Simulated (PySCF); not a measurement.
# Computed records: AlBH₅NSi, AlBH₅OSi, CH₈B₂Si, BFH₅NSi

Calculation on a computer-drawn molecule: the log of a Hartree-Fock and frozen-core CCSD(T) single point meant for a local Hartree-Fock minimum, with one planted fault or none, to be diagnosed. Offsets are logged minus clean, where the clean run is the same molecule without the fault. The reference is restricted for singlets and unrestricted otherwise, and also for a bond in bohr or an excited solution. Adding or removing an electron swaps singlet and doublet. The excited solution moves the top pair (singlet) or top alpha electron (doublet) to the lowest empty orbital. Highest occupied and lowest empty are orbital energies over both spins, largest force is the largest gradient component, triples share is (T) over the correlation energy, the T1 limit is 0.02 restricted and 0.045 unrestricted, electrons count all cores, a negative frequency is imaginary (commonest isotopes), and the dipole is about the centre of nuclear charge. Program: PySCF 2.14.0.

Common to all runs: meant multiplicity 1; meant basis cc-pV(D+d)Z; logged SCF converged yes; logged SCF stable within its kind yes; possible faults no fault, one electron removed, one electron added, multiplicity raised by two, geometry at a saddle point, SCF held on an excited solution, minimal basis STO-3G, one bond length entered in bohr, all coordinates scaled.

(1) 
```xyz
9
formula=AlBH5NSi meant_charge=0 logged_electrons=43 logged_basis_functions=99 logged_spin_squared=0.7661 logged_highest_occupied=-15.007 logged_lowest_empty=-5.9012 logged_largest_force=0.065771 logged_T1_diagnostic=0.04879 logged_D1_diagnostic=0.28077 logged_triples_share=0.028819 logged_CC_converged=yes logged_dipole_magnitude=7.5425 logged_energy_HF=-612.58787 logged_energy_CCSD(T)=-613.01418 planted_fault=one_electron_removed HF_energy_offset_from_clean_run=163.6 CCSD(T)_energy_offset_from_clean_run=191.7
B     -0.5224    -0.2366    -1.2511
Si    -0.4815     1.7337    -0.7236
N     -1.8840     2.6171    -1.0691
Al    -3.2289     3.4549    -1.4027
H     -1.4640    -0.7734    -1.7770
H      0.4373    -0.9343    -1.0381
H     -0.1573     1.7606     0.7371
H      0.7189     2.3148    -1.4025
H     -4.5187     4.2557    -1.7234
```

Units: logged_highest_occupied, logged_lowest_empty in eV; logged_largest_force in hartree/bohr; logged_dipole_magnitude in debye; logged_energy_HF, logged_energy_CCSD(T) in hartree; HF_energy_offset_from_clean_run, CCSD(T)_energy_offset_from_clean_run in kcal/mol.

Drawn bonds:
```tsv
atom	other atom	order
1	2	1
2	3	1
3	4	2
1	5	1
1	6	1
2	7	1
2	8	1
4	9	1
```

Notes: T1 above single-reference limit.

(2) 
```xyz
9
formula=AlBH5OSi meant_charge=1 logged_electrons=44 logged_basis_functions=99 logged_spin_squared=0.6723 logged_highest_occupied=-13.176 logged_lowest_empty=-4.0607 logged_largest_force=0.018388 logged_T1_diagnostic=0.061772 logged_D1_diagnostic=0.27506 logged_triples_share=0.029036 logged_CC_converged=yes logged_dipole_magnitude=7.124 logged_energy_HF=-632.98949 logged_energy_CCSD(T)=-633.45044 planted_fault=one_bond_length_entered_in_bohr,row_4_of_the_drawn_bonds HF_energy_offset_from_clean_run=75.34 CCSD(T)_energy_offset_from_clean_run=75.42
B     -2.8149    -1.6711     2.2804
Si    -2.6817    -0.0301     1.0927
O     -1.3454    -0.1787     0.0015
Al    -0.1243    -0.2561    -1.0337
H     -1.3564    -3.3930     2.1229
H     -3.6937    -1.7244     3.0879
H     -2.4028     1.2084     1.8426
H     -3.8514     0.1477     0.2127
H      1.0490    -0.3410    -2.0215
```

Units: logged_highest_occupied, logged_lowest_empty in eV; logged_largest_force in hartree/bohr; logged_dipole_magnitude in debye; logged_energy_HF, logged_energy_CCSD(T) in hartree; HF_energy_offset_from_clean_run, CCSD(T)_energy_offset_from_clean_run in kcal/mol.

Drawn bonds:
```tsv
atom	other atom	order
1	2	1
2	3	1
3	4	1
1	5	1
1	6	1
2	7	1
2	8	1
4	9	1
```

Notes: T1 above single-reference limit.

(3) 
```xyz
9
formula=AlBH5OSi meant_charge=1 logged_electrons=44 logged_basis_functions=99 logged_spin_squared=0 logged_highest_occupied=-15.362 logged_lowest_empty=-3.776 logged_largest_force=0.082635 logged_T1_diagnostic=0.013773 logged_D1_diagnostic=0.032117 logged_triples_share=0.020127 logged_CC_converged=yes logged_dipole_magnitude=7.0827 logged_energy_HF=-633.04327 logged_energy_CCSD(T)=-633.49451 planted_fault=all_coordinates_scaled,by_-8.0_% HF_energy_offset_from_clean_run=41.59 CCSD(T)_energy_offset_from_clean_run=47.76
B     -2.5897    -1.5374     2.0980
Si    -2.4672    -0.0277     1.0052
O     -1.2378    -0.1644     0.0014
Al    -0.1143    -0.2356    -0.9510
H     -1.8796    -2.3757     2.0213
H     -3.3982    -1.5865     2.8409
H     -2.2106     1.1117     1.6952
H     -3.5433     0.1359     0.1957
H      0.9650    -0.3137    -1.8597
```

Units: logged_highest_occupied, logged_lowest_empty in eV; logged_largest_force in hartree/bohr; logged_dipole_magnitude in debye; logged_energy_HF, logged_energy_CCSD(T) in hartree; HF_energy_offset_from_clean_run, CCSD(T)_energy_offset_from_clean_run in kcal/mol.

Drawn bonds:
```tsv
atom	other atom	order
1	2	1
2	3	1
3	4	1
1	5	1
1	6	1
2	7	1
2	8	1
4	9	1
```

(4) 
```xyz
12
formula=CH8B2Si meant_charge=0 logged_electrons=38 logged_basis_functions=105 logged_spin_squared=0.7082 logged_highest_occupied=-10.458 logged_lowest_empty=0.83943 logged_largest_force=0.023039 logged_T1_diagnostic=0.0562 logged_D1_diagnostic=0.2658 logged_triples_share=0.034319 logged_CC_converged=yes logged_dipole_magnitude=0.53176 logged_energy_HF=-380.64567 logged_energy_CCSD(T)=-381.13611 planted_fault=one_bond_length_entered_in_bohr,row_10_of_the_drawn_bonds HF_energy_offset_from_clean_run=79.15 CCSD(T)_energy_offset_from_clean_run=81.36
B     -1.6935    -0.2249    -2.1159
Si    -0.6984    -0.4797    -0.3487
B      0.9561     0.7184    -0.4177
C     -1.7852    -0.1609     1.1686
H     -1.2088    -0.6102    -3.1456
H     -2.7596     0.3258    -2.1872
H     -0.2214    -1.8950    -0.3085
H      1.8495     0.4749    -1.1833
H      1.0785     1.6963     0.2704
H     -1.2283    -0.3183     2.0964
H     -2.4795     1.7861     1.1695
H     -2.6531    -0.8259     1.1820
```

Units: logged_highest_occupied, logged_lowest_empty in eV; logged_largest_force in hartree/bohr; logged_dipole_magnitude in debye; logged_energy_HF, logged_energy_CCSD(T) in hartree; HF_energy_offset_from_clean_run, CCSD(T)_energy_offset_from_clean_run in kcal/mol.

Drawn bonds:
```tsv
atom	other atom	order
1	2	1
2	3	1
2	4	1
1	5	1
1	6	1
2	7	1
3	8	1
3	9	1
4	10	1
4	11	1
4	12	1
```

Notes: T1 above single-reference limit.

(5) 
```xyz
12
formula=CH8B2Si meant_charge=0 logged_electrons=38 logged_basis_functions=32 logged_spin_squared=0 logged_highest_occupied=-8.6408 logged_lowest_empty=5.9623 logged_largest_force=0.031766 logged_T1_diagnostic=0.0069485 logged_D1_diagnostic=0.024426 logged_triples_share=0.0083382 logged_CC_converged=yes logged_dipole_magnitude=0.092889 logged_energy_HF=-376.36918 logged_energy_CCSD(T)=-376.58773 planted_fault=minimal_basis_STO-3G HF_energy_offset_from_clean_run=2763 CCSD(T)_energy_offset_from_clean_run=2936
B     -1.6935    -0.2249    -2.1159
Si    -0.6984    -0.4797    -0.3487
B      0.9561     0.7184    -0.4177
C     -1.7852    -0.1609     1.1686
H     -1.2088    -0.6102    -3.1456
H     -2.7596     0.3258    -2.1872
H     -0.2214    -1.8950    -0.3085
H      1.8495     0.4749    -1.1833
H      1.0785     1.6963     0.2704
H     -1.2283    -0.3183     2.0964
H     -2.1526     0.8694     1.1691
H     -2.6531    -0.8259     1.1820
```

Units: logged_highest_occupied, logged_lowest_empty in eV; logged_largest_force in hartree/bohr; logged_dipole_magnitude in debye; logged_energy_HF, logged_energy_CCSD(T) in hartree; HF_energy_offset_from_clean_run, CCSD(T)_energy_offset_from_clean_run in kcal/mol.

Drawn bonds:
```tsv
atom	other atom	order
1	2	1
2	3	1
2	4	1
1	5	1
1	6	1
2	7	1
3	8	1
3	9	1
4	10	1
4	11	1
4	12	1
```

(6) 
```xyz
9
formula=BFH5NSi meant_charge=0 logged_electrons=39 logged_basis_functions=90 logged_spin_squared=0.7621 logged_highest_occupied=-17.042 logged_lowest_empty=-8.9629 logged_largest_force=0.11154 logged_dipole_magnitude=4.819 logged_energy_HF=-470.11469 planted_fault=one_electron_removed HF_energy_offset_from_clean_run=234.1
B     -1.3371     2.8251     0.4271
Si    -0.2129     1.3615     1.2662
N      1.0362     0.9274     0.1909
F     -1.2463     0.1404     1.5861
H     -1.6131     3.8448     0.9949
H     -1.7543     2.6911    -0.6914
H      0.4209     1.6694     2.5609
H      1.8098     0.3706     0.5033
H      0.8344     0.7395    -0.7734
```

Units: logged_highest_occupied, logged_lowest_empty in eV; logged_largest_force in hartree/bohr; logged_dipole_magnitude in debye; logged_energy_HF in hartree; HF_energy_offset_from_clean_run in kcal/mol.

Drawn bonds:
```tsv
atom	other atom	order
1	2	1
2	3	1
2	4	1
1	5	1
1	6	1
2	7	1
3	8	1
3	9	1
```

Notes: coupled-cluster numbers left out as unreliable.
